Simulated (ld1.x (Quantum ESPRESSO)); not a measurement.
What one change does to a pseudopotential (gold, TM)

* Element: gold
* Generator: ld1.x (Quantum ESPRESSO) 7.5
* Type: norm-conserving Troullier–Martins (Kleinman–Bylander form)
* Functional: PBE
* Relativity: scalar-relativistic
* Frozen core: [Xe] 4f14
* Valence charge: 11
* Reference configuration: 5d10 6s1 6p0
* Partial waves: 6s (bound): rc 2.30 bohr; 6p (bound, empty): rc 3.90 bohr; 5d (bound): rc 1.70 bohr
* Local potential: the d channel
* Core correction: none

All-electron outer shells of the reference configuration (PBE, scalar-relativistic, ld1.x):

```
shell  level (eV)  outermost node (bohr)  outermost maximum (bohr)
   4f      -81.12                      –                      0.37
   5p      -59.78                   0.52                      0.96
   5d       -6.88                   0.56                      1.21
   6s       -5.76                   1.11                      2.32
   6p       -0.77                   1.32                      3.64
```

Change: wave 5d (bound): rc 1.70 bohr becomes 5d (bound): rc 2.10 bohr.

Cutoffs: the cutoffs (Ry, on a coarse ladder) from which the occupation-weighted sum of valence levels, in a spherical-Bessel basis at the reference potential, stays within 10 and 1 mRy of its value at 400 Ry; they do not see the model core or the augmentation charge, which bear on the density cutoff. Errors are all-electron minus pseudo energies relative to the spin-unpolarised reference configuration.

What does the change do?

The potential gets softer (45 Ry and 60 Ry → 40 Ry and 55 Ry); both files keep a bound ghost (p, s); of the 6 tests that both files solve, the error grows in 0 and shrinks in 1 by more than 15 % and 0.3 meV (median size 4.5 → 4.4 meV); the range in which the p phases agree widens (upper end 1.7 → 4.3); the range in which the d phases agree widens (upper end 3.0 → at the end of the scan). A larger radius leaves more room for a smooth pseudo-wave, so fewer plane waves are needed.

```csv
quantity,base,changed
"cutoff, loose",45 Ry,40 Ry
"cutoff, tight",60 Ry,55 Ry
bound ghosts,"s, p","s, p"
"tests counted (converged, no solver errors)",6 of 7,6 of 7
"error for 5d10 6s0 6p0, meV [ΔE 9.41 eV]",-1.9,-1.3
"error for 5d9 6s0 6p0, meV [ΔE 30.62 eV]",+25,+22
"error for 5d8 6s0 6p0, meV [ΔE 64.49 eV]",+6.2,-6.3
"error for 5d10 6s0.5 6p0, meV [ΔE 3.77 eV]",-1.4,-1.3
"error for 5d9 6s2 6p0, meV [ΔE 1.69 eV]",-33,-33
"error for 5d10 6s0 6p1, meV [ΔE 5.25 eV]",+2.8,+2.6
s: phases at 4.26 bohr within 0.05 rad from the reference energy up to (Ry; the scan ends near 5),0.8,0.9
p: phases at 4.26 bohr within 0.05 rad from the reference energy up to (Ry; the scan ends near 5),1.7,4.3
d: phases at 4.26 bohr within 0.05 rad from the reference energy up to (Ry; the scan ends near 5),3.0,to the end of the scan
```

Base: Tests not counted: 5d9 6s1 6p1 (solver errors, printed error -2.5 eV). Changed file: Tests not counted: 5d9 6s1 6p1 (solver errors, printed error -2.5 eV). A true bound ghost makes a file unfit for plane-wave use even where its test errors are small: the radial tests pick states by their node count and pass the ghost by. Where a test does run into it, the solver fails or the error is huge.
